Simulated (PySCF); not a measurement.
**Orbital picture of ZnN**

PBE0 at R = 2.058 Å; PySCF, scalar-relativistic core potentials, basis sets Zn cc-pVDZ-PP with ECP10, N cc-pVDZ. State: ⁴Σ⁻ (quartet), unpaired electrons σ ↑, π ↑↑. Only the outer orbitals are listed, counted within each symmetry, core potentials removing the inner ones.

```
spin  orbital  occ.  ε (eV)  on Zn (%)           main shells (%)
   α       6σ     1   -9.64         30           68 N p, 25 Zn s
   α       3π     1   -9.27          4                    96 N p
   α       3π     1   -9.27          4                    96 N p
   α       7σ     1   -6.07         83  68 Zn s, 17 N p, 14 Zn p
   α       4π     0   -0.51         98                   98 Zn p
   α       4π     0   -0.51         98                   98 Zn p
   α       8σ     0    1.30        103                   94 Zn p
   β       6σ     1   -7.33         57           56 Zn s, 38 N p
   β       7σ     0   -2.56         59  41 N p, 38 Zn s, 20 Zn p
   β       3π     0   -2.32         31           69 N p, 31 Zn p
   β       3π     0   -2.32         31           69 N p, 31 Zn p
```

Q: Which are the highest filled and the lowest empty level, where do they sit, and how wide is the gap?

A: Highest filled α 7σ at -6.07 eV (in %: 68 Zn s, 17 N p, 14 Zn p); lowest empty β 7σ at -2.56 eV (in %: 41 N p, 38 Zn s, 20 Zn p); the gap at PBE0 is 3.51 eV.

| Quantity | Value |
| --- | --- |
| bond order (Mayer) | 0.83 |
| ⟨S²⟩ | 3.767 |
| charge on Zn (Mulliken, basis-dependent) | 0.20 |
| charge on Zn (Löwdin, basis-dependent) | 0.13 |
| dipole moment (positive dipole means Zn(−)N(+)) | -0.89 D |
| polarisability along the bond | 59.6 bohr³ |
| polarisability across the bond | 37.0 bohr³ |

Shares are Mulliken populations and can fall outside 0 to 100 %.

The state was picked by a PBE0 search and need not be the measured ground state.
